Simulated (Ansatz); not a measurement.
One change: `O=[C](S)[SbH2]` becomes `O=C(S)BF`.

Ansatz, PBE0-D4/def2-TZVP geometries, multiplicity 1. Each molecule was computed in one conformer, which needn't be the lowest.

Elements past krypton have def2 core potentials.  Spin–orbit coupling is left out; it splits and shifts lone-pair levels of the heavy atoms by tenths of an eV.

| property | `O=[C](S)[SbH2]` |
| --- | --- |
| HOMO–LUMO gap (PBE0/def2-TZVPP) / eV | 5.48 |
| LUMO energy (B3LYP/def2-TZVPP) / eV | -1.74 |
| size of the dipole moment (PBE/def2-TZVPP) / D | 2.54 |
| ideal-gas entropy at 298 K and 1 bar (rigid rotor, harmonic PBE0-D4/def2-TZVP) / J/(mol·K) | 343 |
| HOMO energy (PBE0/def2-TZVPP) / eV | -7.01 |
| HOMO–LUMO gap (PBE/def2-TZVPP) / eV | 3.50 |

Give the same properties after the change, and the shifts. (Estimate.)

The calculation gave: 
| property | `O=C(S)BF` | shift |
| --- | --- | --- |
| HOMO–LUMO gap (PBE0/def2-TZVPP) / eV | 5.15 | -0.33 |
| LUMO energy (B3LYP/def2-TZVPP) / eV | -2.72 | -0.98 |
| size of the dipole moment (PBE/def2-TZVPP) / D | 2.73 | 0.19 |
| ideal-gas entropy at 298 K and 1 bar (rigid rotor, harmonic PBE0-D4/def2-TZVP) / J/(mol·K) | 332 | -11 |
| HOMO energy (PBE0/def2-TZVPP) / eV | -7.65 | -0.64 |
| HOMO–LUMO gap (PBE/def2-TZVPP) / eV | 2.74 | -0.76 |

With PBE0 the HOMO falls by 0.64 eV and the LUMO falls by 0.97 eV, so the gap narrows by about 0.33 eV. PBE moves the HOMO by -0.32 eV and ωB97M-V by -0.86 eV. Dipoles are sizes alone; their direction can turn. Modes under 60 cm⁻¹, often nearly free rotors, make the harmonic entropy too high.

B3LYP here is the variant with VWN-RPA as its local correlation; programs differ in this.
